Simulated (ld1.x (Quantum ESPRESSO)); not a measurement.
## copper (Cu): variants of one TM potential

Base potential:

| Quantity | Value |
| --- | --- |
| Element | copper (Cu) |
| Generator | ld1.x (Quantum ESPRESSO) 7.5 |
| Type | norm-conserving Troullier–Martins (Kleinman–Bylander form) |
| Functional | BLYP |
| Relativity | scalar-relativistic |
| Frozen core | [Ne] |
| Valence charge | 19 |
| Reference configuration | 3s2 3p6 3d9 4s2 4p0 |
| Partial waves | 3s (bound): rc 0.90 bohr; 3p (bound): rc 1.05 bohr; 3d (bound): rc 1.35 bohr |
| Local potential | the d channel |
| Core correction | none |

Occupied shells without a wave of their own: 4s. They enter only through the test configuration that unscreens the potential.

Cutoffs, loose and tight: the cutoffs (Ry, on a coarse ladder) from which the occupation-weighted sum of valence levels, in a spherical-Bessel basis at the reference potential, stays within 10 and 1 mRy of its value at 400 Ry. They do not see the model core or the augmentation charge, which bear on the density cutoff. Test errors are all-electron minus pseudo excitation energies from the reference, over the configurations 3s2 3p6 3d10 4s1 4p0; 3s2 3p6 3d10 4s0 4p0; 3s2 3p6 3d9 4s0 4p0; 3s2 3p5 3d10 4s1 4p0; 3s2 3p6 3d8 4s0 4p0; 3s2 3p6 3d10 4s0 4p1; 3s2 3p6 3d9 4s1 4p1. A dash means not determined; rows that change the core or the reference have their own tests. The largest error is taken over the tests solved by every variant that gives reliable tests at all: 3s2 3p5 3d10 4s1 4p0; 3s2 3p6 3d10 4s0 4p1; 3s2 3p6 3d8 4s0 4p0; 3s2 3p6 3d9 4s0 4p0.

| change | outcome | cutoff, loose | cutoff, tight | bound ghosts | largest test error (meV) |
| --- | --- | --- | --- | --- | --- |
| base | generated, misses its reference levels by 0.17 eV | 200 Ry | 300 Ry | none | +514 |
| wave 3d (bound): rc 1.35 bohr becomes 3d (bound): rc 1.00 bohr | generated, misses its reference levels by 0.29 eV | 230 Ry | over 300 Ry | none | -1667 |
| wave 3d (bound): rc 1.35 bohr becomes 3d (bound): rc 1.20 bohr | generated | 200 Ry | over 300 Ry | none | -329 |
| wave 3d (bound): rc 1.35 bohr becomes 3d (bound): rc 1.28 bohr | generated | 200 Ry | over 300 Ry | none | +269 |
| wave 3d (bound): rc 1.35 bohr becomes 3d (bound): rc 1.44 bohr | generated, misses its reference levels by 0.25 eV | 200 Ry | 300 Ry | none | +745 |
| wave 3d (bound): rc 1.35 bohr becomes 3d (bound): rc 1.76 bohr | generated, misses its reference levels by 0.34 eV | 200 Ry | 300 Ry | none | +705 |
| wave 3d (bound): rc 1.35 bohr becomes 3d (bound): rc 1.86 bohr | generated | 200 Ry | 300 Ry | none | -2276 |
| wave 3d (bound): rc 1.35 bohr becomes 3d (bound): rc 2.00 bohr | generated, misses its reference levels by 0.23 eV | 200 Ry | 300 Ry | none | -5284 |

Task: What comes out with this change to the base: wave 3d (bound): rc 1.35 bohr becomes 3d (bound): rc 0.84 bohr?

Result: outcome: generated, misses its reference levels by 1.06 eV; cutoff, loose: 300 Ry; cutoff, tight: over 300 Ry; bound ghosts: none; largest test error (meV): -6165.

Task: What comes out with this change to the base: wave 3d (bound): rc 1.35 bohr becomes 3d (bound): rc 1.58 bohr?

Result: outcome: generated, misses its reference levels by 0.36 eV; cutoff, loose: 200 Ry; cutoff, tight: 300 Ry; bound ghosts: none; largest test error (meV): +1022.

Reading the sweep of the d radius (base included, trends over the rows without a ghost): The loose cutoff falls from 300 Ry at 0.84 to 200 Ry at 2 bohr. A larger radius leaves more room for a smooth pseudo-wave, so fewer plane waves are needed; a smaller one forces it to follow the all-electron wave where it bends sharply. The median size of the test errors (rows with all tests solved) is not monotonic: lowest 39.3 meV at 1.2 bohr, highest 1461.0 meV at 0.84 bohr.
